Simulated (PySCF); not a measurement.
SMILES c1oc(cc1)C(c1ccccc1)=O (GFN2-xTB optimised geometry):

```
21

O     -1.849    -0.965     0.571
C     -1.254    -0.073    -0.006
C      0.229    -0.002    -0.021
C      0.934    -1.205     0.000
C      2.316    -1.205     0.000
C      3.007    -0.003     0.000
C      2.312     1.195     0.005
C      0.929     1.201    -0.008
C     -1.993     0.956    -0.742
C     -3.355     1.164    -0.779
C     -3.567     2.239    -1.661
C     -2.328     2.604    -2.106
O     -1.378     1.843    -1.561
H      0.378    -2.130     0.010
H      2.855    -2.140     0.006
H      4.087    -0.001     0.004
H      2.851     2.131     0.022
H      0.398     2.140     0.017
H     -4.087     0.608    -0.231
H     -4.504     2.680    -1.932
H     -2.013     3.367    -2.792
```

Method: B3LYP/def2-SVP (PySCF 2.14.0).

Task: What are the frontier orbital energies and the dipole moment?

Result: HOMO-2 -7.21 eV, HOMO-1 -6.93 eV, HOMO -6.75 eV, LUMO -1.91 eV, LUMO+1 -0.37 eV; dipole moment 3.12 D.

Meta-Löwdin charges at B3LYP/def2-SVP: O1 -0.42, C2 0.33, C3 -0.04, C4 -0.08, C5 -0.10, C6 -0.09, C7 -0.10, C8 -0.09, C9 0.11, C10 -0.12, C11 -0.16, C12 0.07, O13 -0.23, H14 0.11, H15 0.10, H16 0.10, H17 0.10, H18 0.11, H19 0.13, H20 0.12, H21 0.13.
